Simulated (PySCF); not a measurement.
# Bond lengths and vibrations by method: BClFO anion

All numbers below are calculated, not measured. The program is PySCF 2.14.0, an open-source quantum chemistry code, run on an isolated molecule that a program drew, which may never have been made. The molecule is BClFO anion (charge -1, singlet), drawn as the SMILES string `[O-]B(F)Cl`.

The geometry was optimised and harmonic frequencies were computed with HF and MP2, all in the aug-cc-pV(D+d)Z basis, for the commonest isotopes, with a restricted reference for singlets and an unrestricted one otherwise, and a frozen core in MP2. Each result is a local minimum of its method.

Geometry at the HF minimum:
```xyz
4
BClFO anion, angstrom
O    -0.5523    0.5155   -3.7563
B    -0.5105    1.6157   -3.1769
F    -0.0372    2.8356   -3.6137
Cl   -1.1458    1.9073   -1.3897
```

Lengths of the bonds as drawn, in Å (atoms numbered as above):
| bond | HF | MP2 |
|---|---|---|
| O1-B2 | 1.244 | 1.278 |
| B2-F3 | 1.379 | 1.420 |
| B2-Cl4 | 1.919 | 1.905 |

Rotational constants, in GHz:
| constant | HF | MP2 |
|---|---|---|
| A | 10.23 | 9.729 |
| B | 4.599 | 4.583 |
| C | 3.172 | 3.115 |

Harmonic frequencies in cm^-1, each column in rising order, so a row needn't be the same motion in every method:
```
rank    HF   MP2
   1   346   326
   2   394   381
   3   610   577
   4   656   593
   5   974     ?
   6  1763  1601
```

**Estimate the missing MP2 frequency from the HF column.**

A single factor s that minimises the squared misfit of MP2 against s times HF over the other rows is sum(HF x MP2) / sum(HF^2) = 0.9142, with an rms misfit of 15 cm^-1. For rank 5 it gives 0.9142 x 974 = 890 cm^-1. The calculation gives 887 cm^-1, 3 cm^-1 below the estimate. The drawn bonds are on average 1.7 % longer in MP2 than in HF.
